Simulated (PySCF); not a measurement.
**Ag⁴⁵⁺ (silver, charge +45): Hartree-Fock from Schrödinger to Dirac-Coulomb-Breit**

Occupied: 1s1/2. Hartree-Fock calculated with PySCF 2.14 in an even-tempered Gaussian basis (16 s from 7.8 bohr⁻², ratio 2.7; 12 p from 9.3 bohr⁻², ratio 2.7), Gaussian nucleus throughout. NR is non-relativistic, sf-X2C the spin-free one-electron X2C Hamiltonian, X2C adds the bare one-electron spin-orbit term, X2C-SNSO screens it by Boettger's factors, DC is four-component Dirac-Coulomb, and the Gaunt and Breit terms are added at first order (total energies over the DC spinors, levels after relaxing the spinors in that mean field). QED terms are absent. Levels marked empty are virtual spinors of this ion.

```csv
level (eV),NR,sf-X2C,X2C,X2C-SNSO
1s1/2,-29259.4,-30143.3,-30143.3,-30143.3
2s1/2 (empty),-7011.0,-7276.2,-7276.2,-7276.2
2p1/2 (empty),-6923.9,-7034.5,-7182.8,-7179.4
2p3/2 (empty),-6923.9,-7034.5,-6967.3,-6968.7
3s1/2 (empty),-3086.5,-3180.1,-3180.1,-3180.1
```

Where do the four-component calculations put these levels?

1s1/2: DC -30161.8, DC+Gaunt -30124.0, DC+Breit -30124.0; 2s1/2 (empty): DC -7278.1, DC+Gaunt -7274.0, DC+Breit -7274.4; 2p1/2 (empty): DC -7178.2, DC+Gaunt -7169.6, DC+Breit -7170.9; 2p3/2 (empty): DC -6970.1, DC+Gaunt -6965.7, DC+Breit -6967.0; 3s1/2 (empty): DC -3180.6, DC+Gaunt -3179.4, DC+Breit -3179.6 (eV).

```json
{"Hamiltonian": "NR", "E (hartree)": "-2179.6753", "E − E(DC) (hartree)": "67.6766", "CPU seconds": "0.14"}
{"Hamiltonian": "sf-X2C", "E (hartree)": "-2246.6647", "E − E(DC) (hartree)": "0.6873", "CPU seconds": "0.08"}
{"Hamiltonian": "X2C", "E (hartree)": "-2246.6647", "E − E(DC) (hartree)": "0.6873", "CPU seconds": "0.07"}
{"Hamiltonian": "X2C-SNSO", "E (hartree)": "-2246.6647", "E − E(DC) (hartree)": "0.6873", "CPU seconds": "0.07"}
{"Hamiltonian": "DC", "E (hartree)": "-2247.3520", "E − E(DC) (hartree)": "0.0000", "CPU seconds": "1.4"}
{"Hamiltonian": "DC+Gaunt", "E (hartree)": "-2245.9472", "E − E(DC) (hartree)": "1.4047", "CPU seconds": "2.3"}
{"Hamiltonian": "DC+Breit", "E (hartree)": "-2245.9472", "E − E(DC) (hartree)": "1.4047", "CPU seconds": "21"}
```

Weight of the small component: 1s1/2 0.0299, 2s1/2 0.00715, 2p1/2 0.00711, 2p3/2 0.00689, 3s1/2 0.00315.

Koopmans' value for the highest occupied level at DC+Breit: 30124.0 eV, against an ionisation energy of 30097.3 eV (theoretical estimate listed by NIST; NIST Atomic Spectra Database, ionization energies); the former lacks relaxation, correlation, QED and recoil.

The whole ladder took 25 s of wall time on 1 thread of Intel(R) Xeon(R) 6975P-C (shared host), launched as `OMP_NUM_THREADS=1 python relrun2.py TASK.json OUT` (a driver that calls PySCF for each Hamiltonian).

Dirac-Coulomb iterations, started from the X2C spinors:

```
with_ssss True, with_gaunt False, with_breit False
light speed = 137.03599967994
init E= -2237.83716020477
cycle= 1 E= -2247.35192115269  delta_E= -9.51  |g|= 0.728  |ddm|= 0.0359
cycle= 2 E= -2247.35196107149  delta_E= -3.99e-05  |g|= 0.00168  |ddm|= 0.000171
cycle= 3 E= -2247.35196107195  delta_E= -4.56e-10  |g|= 3.86e-06  |ddm|= 1.39e-06
```
